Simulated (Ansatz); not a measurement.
Total energies of CH7AlSi2 (`[CH3][Al]1[SiH2][SiH2]1`).

```xyz
11

C     2.2284    0.3587    0.9408
Al    0.4572    0.0547    0.1906
Si   -1.8697    0.6580    0.0030
Si   -1.0645   -1.1458   -1.2421
H     2.8619   -0.5285    0.8812
H     2.1523    0.6655    1.9882
H     2.7257    1.1719    0.4024
H    -2.8011    1.7406   -0.4249
H    -2.3574    0.0647    1.2914
H    -1.6969   -2.4759   -1.4741
H    -0.6360   -0.5639   -2.5565
```

Total charge 0; spin multiplicity 1. All single points use the PBE0-D4/def2-TZVP geometry. Basis def2-TZVPP, Ansatz 0.2.0.

RPA on PBE orbitals: Hartree–Fock energy of these orbitals -861.65624 Eh, correlation -0.94622 Eh (frozen core).

```csv
functional,energy without D4 (Eh),D4 term (kJ/mol)
BLYP,-863.69011,-48.4
LC-ωPBE,-863.43101,–
```

Give the same for LDA (SPW92), PBE, revPBE, r2SCAN, B97M-V, PBE0, B3LYP, r2SCANh, r2SCAN0, HSE06 (plane-wave form), BHLYP, CAM-B3LYP, ωB97X-V, ωB97M-V, B2PLYP, PBE-QIDH. (An estimate is asked.)

Ansatz gave: 
```json
{"functional": "LDA (SPW92)", "energy without D4 (Eh)": "-859.94480", "D4 term (kJ/mol)": "–"}
{"functional": "PBE", "energy without D4 (Eh)": "-863.23173", "D4 term (kJ/mol)": "-22.8"}
{"functional": "revPBE", "energy without D4 (Eh)": "-863.54871", "D4 term (kJ/mol)": "-58.9"}
{"functional": "r2SCAN", "energy without D4 (Eh)": "-863.62218", "D4 term (kJ/mol)": "-5.5"}
{"functional": "B97M-V", "energy without D4 (Eh)": "-863.53065", "D4 term (kJ/mol)": "–"}
{"functional": "PBE0", "energy without D4 (Eh)": "-863.32028", "D4 term (kJ/mol)": "-19.6"}
{"functional": "B3LYP", "energy without D4 (Eh)": "-863.79596", "D4 term (kJ/mol)": "-37.2"}
{"functional": "r2SCANh", "energy without D4 (Eh)": "-863.61524", "D4 term (kJ/mol)": "-6.0"}
{"functional": "r2SCAN0", "energy without D4 (Eh)": "-863.60586", "D4 term (kJ/mol)": "-6.7"}
{"functional": "HSE06 (plane-wave form)", "energy without D4 (Eh)": "-863.29806", "D4 term (kJ/mol)": "-18.6"}
{"functional": "BHLYP", "energy without D4 (Eh)": "-863.69449", "D4 term (kJ/mol)": "-33.2"}
{"functional": "CAM-B3LYP", "energy without D4 (Eh)": "-863.70739", "D4 term (kJ/mol)": "-20.4"}
{"functional": "ωB97X-V", "energy without D4 (Eh)": "-863.58069", "D4 term (kJ/mol)": "–"}
{"functional": "ωB97M-V", "energy without D4 (Eh)": "-863.62535", "D4 term (kJ/mol)": "–"}
{"functional": "B2PLYP", "energy without D4 (Eh)": "-863.31919", "D4 term (kJ/mol)": "–"}
{"functional": "PBE-QIDH", "energy without D4 (Eh)": "-863.04828", "D4 term (kJ/mol)": "–"}
```

B3LYP takes the VWN-RPA correlation (the form of Gaussian; ORCA's B3LYP/G). HSE06 is the plane-wave form, built on full-range PBE exchange. The double hybrids freeze the cores in their second-order part.

LC-ωPBE has ω = 0.4 bohr⁻¹.
